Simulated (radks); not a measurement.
Values are calculated unless marked as measured or tabulated.
The tungsten ion W21+, configuration [Kr] 4d10 4f7. Level of theory: scalar-relativistic Kohn-Sham, PBE, spin-polarised, spherical densities, finite nucleus; open shells are filled with parallel spins first (spin-orbit coupling, left out, can overturn this in heavy ions); Fermi nuclear charge, rms radius 5.3658 fm (a radial shooting solver on a logarithmic mesh with Libxc functionals).

Unscreened Slater integrals over Kohn-Sham orbitals (cm^-1). They are taken over the spin-up orbitals.

integral    value
F0(4f,4f)  412700
F2(4f,4f)  213230
F4(4f,4f)  137770
F6(4f,4f)  100350
F0(4f,4d)  410060
F2(4f,4d)  205810
F4(4f,4d)  133950
G1(4f,4d)  229830
G3(4f,4d)  151900
G5(4f,4d)  109660
F0(4f,4p)  417570
F2(4f,4p)  212690
G2(4f,4p)  181430
G4(4f,4p)  129090
F0(4f,4s)  428060
G3(4f,4s)  156330
F0(4d,4d)  412440
F2(4d,4d)  211080
F4(4d,4d)  142580
F0(4d,4p)  419420
F2(4d,4p)  216280
G1(4d,4p)  272800
G3(4d,4p)  172720
F0(4d,4s)  429200
G2(4d,4s)  214920
F0(4p,4p)  427490
F2(4p,4p)  224110
F0(4p,4s)  437710
G1(4p,4s)  296940
F0(4s,4s)  449010

Derived for the open shells (J is the average intra-shell exchange parameter used in DFT+U). 4f: F4/F2 = 0.646, F6/F2 = 0.471, J = (286 F2 + 195 F4 + 250 F6)/6435 = 17550 cm^-1.
